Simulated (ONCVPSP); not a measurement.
# Scattering properties, ONCV potential for Mn (Z = 25)

* Element: Mn
* Generator: ONCVPSP 4.0.1
* Type: optimised norm-conserving Vanderbilt (ONCV)
* Functional: LDA (Perdew-Wang 92)
* Relativity: non-relativistic
* Frozen core: [Ne] 3s2
* Valence charge: 13
* Reference configuration: 3p6 3d5 4s2
* Partial waves: 4s: rc 2.60 bohr, ncon 3, nbas 7, qcut 2 1/bohr, 1 projector; 3p: rc 0.85 bohr, ncon 5, nbas 9, qcut 8.3 1/bohr, 2 projectors, debl 2.4 Ha; 3d: rc 1.50 bohr, ncon 3, nbas 7, qcut 11.3 1/bohr, 2 projectors, debl 3.6 Ha
* Local potential: polynomial inside 0.80 bohr (lpopt 5, dvloc0 0 Ha)
* Core correction: Teter function, fcfact 2.25, rcfact 1.25

The phase is arctan(r·R′/R) of the radial function R(r), unwrapped; energies in Ha, scanned from -3 to 5 Ha. A pole is an energy at which the radial function vanishes at the test radius. The pseudo phase is shifted by a multiple of π to meet the all-electron one at the reference energy, and phase errors are pseudo minus all-electron; the curves can meet again beyond the range given. Levels narrower than the energy grid can be missing from the lists of poles.

Question: For each channel, where are the poles, and over which energies does the pseudopotential scatter like the atom?

Answer:

| channel | radius (bohr) | reference energy (Ha) | poles, all-electron | poles, pseudo | unbroken range about the reference energy with phases within 0.05 rad | phase error 1 Ha above the reference energy (rad) |
| --- | --- | --- | --- | --- | --- | --- |
| s | 2.64 | -0.19 | 0.78, 4.83 | 0.53, 1.75 | below 0.4 | -0.408 |
| p | 0.86 | -1.99 | none | none | the whole range | -0.000 |
| d | 1.52 | -0.27 | 0.42 | 0.42 | the whole range | +0.000 |

Note: ghosts flagged at negative energy: s at -201.7 eV; no localised positive-energy state flagged. A true bound ghost makes a file unfit for plane-wave use.

Phases in the p channel:

```csv
E (Ha),all-electron,pseudo
-2.98,-0.694,-0.694
-2.76,-0.767,-0.767
-2.54,-0.834,-0.834
-2.32,-0.895,-0.895
-2.10,-0.950,-0.950
-1.88,-1.000,-1.000
-1.66,-1.046,-1.046
-1.44,-1.087,-1.087
-1.22,-1.124,-1.124
-1.00,-1.159,-1.159
-0.78,-1.190,-1.190
-0.56,-1.219,-1.219
-0.34,-1.245,-1.245
-0.12,-1.269,-1.269
0.10,-1.292,-1.292
0.32,-1.313,-1.313
0.54,-1.332,-1.332
0.76,-1.351,-1.351
0.98,-1.368,-1.368
1.20,-1.384,-1.384
1.42,-1.399,-1.399
1.64,-1.413,-1.413
1.86,-1.427,-1.427
2.08,-1.439,-1.439
2.30,-1.451,-1.452
2.52,-1.463,-1.463
2.74,-1.474,-1.474
2.96,-1.485,-1.485
3.18,-1.495,-1.495
3.40,-1.505,-1.505
3.62,-1.514,-1.514
3.84,-1.524,-1.524
4.06,-1.532,-1.533
4.28,-1.541,-1.541
4.50,-1.550,-1.550
4.72,-1.558,-1.558
4.94,-1.566,-1.566
```
